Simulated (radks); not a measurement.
Question: These are the eigenvalues of the occupied orbitals of an atom or ion with whole-number occupations (eV). Method: scalar-relativistic Kohn-Sham, LDA (Slater exchange, Perdew-Wang correlation), spin-unpolarised, spherical densities, point nucleus; computed with a radial shooting solver on a logarithmic mesh with Libxc functionals.

1s: -55457.03
2s: -9282.636
2p: -8227.551
3s: -2077.750
3p: -1755.370
3d: -1345.581
4s: -415.0870
4p: -308.9470
4d: -165.5869
5s: -57.1946
5p: -32.6431
4f: -9.9518
6s: -9.2220

Which element is it, and in what charge state? The configuration may be excited.

Answer: Z = 67, holmium, charge +1: Ho+ in [Xe] 4f11 6s1. The list shows which subshells hold electrons but not how many an open one holds; the 1s level, -2038 hartree, gives Z - s = 63.8 by -(Z - s)^2/2, which with screening and relativity narrows Z to a few neighbours, and the depths of the outer levels then fix element, charge and occupations together.
